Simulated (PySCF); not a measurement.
From one molecule to another.

First species: C₂H₇NSi.
InChI=1S/C2H7NSi/c1-2-3-4/h2H,1,4H3/b3-2-

Second species: CH11GeNSi2.
SMILES: `CN[Si@@H]([SiH3])[GeH3]`

Levels: CAM-B3LYP/def2-SVPD for dipole moment, HOMO energy, LUMO energy, HOMO–LUMO gap, static isotropic polarisability and electronic spatial extent ⟨r²⟩ about the centre of nuclear charge; TDDFT CAM-B3LYP/def2-SVPD for lowest singlet excitation; TDA CAM-B3LYP/def2-SVPD for lowest triplet excitation (Tamm–Dancoff); ΔSCF CAM-B3LYP/def2-SVPD for vertical ionisation energy; PBE0-D3(BJ)/def2-SVP for rotational constant A and rotational constant C. Geometries: PBE0-D3(BJ)/def2-SVP. All species are isolated and taken at one optimised geometry, non-relativistic unless stated. Electronic properties by PySCF.

The conformers computed, where there is a choice (atom-mapped SMILES and torsion angles):
- `[CH3:1][NH:2][Si@@H:3]([SiH3:4])[GeH3:5]`: C1–N2–Si3–Si4 68°

Values for the first species:

| Item | Value |
| --- | --- |
| Dipole moment | 2.23 D |
| HOMO energy | -8.28 eV |
| LUMO energy | 0.52 eV |
| HOMO–LUMO gap | 8.80 eV |
| Lowest singlet excitation | 4.20 eV |
| Lowest triplet excitation (Tamm–Dancoff) | 3.66 eV |
| Static isotropic polarisability | 62.0 au |
| Vertical ionisation energy | 9.04 eV |
| Electronic spatial extent ⟨r²⟩ about the centre of nuclear charge | 482 bohr² |
| Rotational constant A | 14.656 GHz |
| Rotational constant C | 2.806 GHz |

Task: Estimate the same properties for the second species, and the change in each.

Result: 
```csv
property,first,second,second less first
dipole moment,2.23 D,1.28 D,-0.95 D
HOMO energy,-8.28 eV,-7.87 eV,+0.41 eV
LUMO energy,0.52 eV,0.71 eV,+0.19 eV
HOMO–LUMO gap,8.80 eV,8.58 eV,-0.22 eV
lowest singlet excitation,4.20 eV,5.30 eV,+1.10 eV
lowest triplet excitation (Tamm–Dancoff),3.66 eV,4.89 eV,+1.23 eV
static isotropic polarisability,62.0 au,116.1 au,+54.1 au
vertical ionisation energy,9.04 eV,8.45 eV,-0.59 eV
electronic spatial extent ⟨r²⟩ about the centre of nuclear charge,482 bohr²,1541 bohr²,+1059 bohr²
rotational constant A,14.656 GHz,2.054 GHz,-12.602 GHz
rotational constant C,2.806 GHz,0.736 GHz,-2.070 GHz
```

On the first: In wavenumbers S1 is 33900 cm⁻¹ (1 eV = 8065.54 cm⁻¹). The principal polarisabilities are 49.5, 56.7 and 79.9 au; their mean is the isotropic value.

On the second: In wavenumbers S1 is 42800 cm⁻¹ (1 eV = 8065.54 cm⁻¹). The polarisability is 17.21 Å³ as a volume (1 au = 0.148185 Å³), or 1.38 au for each of the 84 electrons. The calculation is non-relativistic and has no spin–orbit coupling, an omission that weighs most on germanium.
